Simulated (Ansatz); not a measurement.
The same molecule with X = O, S, Se. Ansatz, PBE0-D4/def2-TZVP geometries, multiplicity 2.

Scalar relativity is left out up to krypton.

```json
{"X": "S", "molecule": "`[SiH2]S`•", "mean X–H bond length / Å": "1.344", "mean X–Si bond length / Å": "2.132", "size of the dipole moment (B3LYP/def2-TZVPP) / D": "0.86", "ideal-gas entropy at 298 K and 1 bar (rigid rotor, harmonic PBE0-D4/def2-TZVP) / J/(mol·K)": "273", "size of the dipole moment (ωB97M-V/def2-TZVPP) / D": "0.92"}
{"X": "Se", "molecule": "`[SiH2][SeH]`•", "mean X–H bond length / Å": "1.469", "mean X–Si bond length / Å": "2.272", "size of the dipole moment (B3LYP/def2-TZVPP) / D": "0.64", "ideal-gas entropy at 298 K and 1 bar (rigid rotor, harmonic PBE0-D4/def2-TZVP) / J/(mol·K)": "287", "size of the dipole moment (ωB97M-V/def2-TZVPP) / D": "0.75"}
```

Problem. Give the row for X = O, `O[SiH2]`•. (An estimate is asked.)

Solution. The calculation gave: 
```tsv
X	molecule	mean X–H bond length / Å	mean X–Si bond length / Å	size of the dipole moment (B3LYP/def2-TZVPP) / D	ideal-gas entropy at 298 K and 1 bar (rigid rotor, harmonic PBE0-D4/def2-TZVP) / J/(mol·K)	size of the dipole moment (ωB97M-V/def2-TZVPP) / D
O	`O[SiH2]`•	0.958	1.652	1.34	258	1.37
```

From O to Se the mean X–H bond length rises at each step, by 0.511 Å in all; the mean X–Si bond length rises at each step, by 0.620 Å in all; the ideal-gas entropy at 298 K and 1 bar (rigid rotor, harmonic PBE0-D4/def2-TZVP) rises at each step, by 29 J/(mol·K) in all. Bonds lengthen as the atom grows down the group. Dipoles are sizes alone, and their direction can turn along the series.

B3LYP here is the variant with VWN-RPA as its local correlation; programs differ in this.
